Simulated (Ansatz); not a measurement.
Frontier orbitals of CH₆Al₂O.

Cartesian coordinates in Å:
```
Al -1.521 -0.912 -0.453
C -0.055 -0.345 0.751
O -0.075 0.226 -0.662
Al 1.385 1.087 -0.218
H -1.333 -2.288 -1.211
H -2.895 -0.138 -0.323
H -0.232 0.432 1.499
H 0.804 -1.001 0.906
H 1.182 2.558 0.306
H 2.741 0.381 -0.595
```

Charge 0, multiplicity 1. The bonds changed during the relaxation, so this is another structure than the one it started from. All single points use the PBE0-D4/def2-TZVP geometry. It is one conformer, not always the lowest. Basis def2-TZVPP, Ansatz.

| functional | HOMO (eV) | LUMO (eV) | gap (eV) |
| --- | --- | --- | --- |
| PBE | -6.63 | -1.90 | 4.73 |
| PBE0 | -7.82 | -1.15 | 6.67 |
| r2SCAN0 | -7.99 | -0.92 | 7.07 |
| HSE06 (plane-wave form) | -7.42 | -1.52 | 5.90 |
| ωB97X-V | -10.18 | 0.68 | 10.86 |
| ωB97M-V | -10.05 | 0.37 | 10.42 |

From PBE to PBE0 the HOMO moves by −1.19 eV and the LUMO by +0.75 eV, and with ωB97M-V by −3.42 and +2.27 eV, so the gap grows from 4.73 to 10.42 eV with exact exchange. A positive LUMO is unbound and depends on the basis.
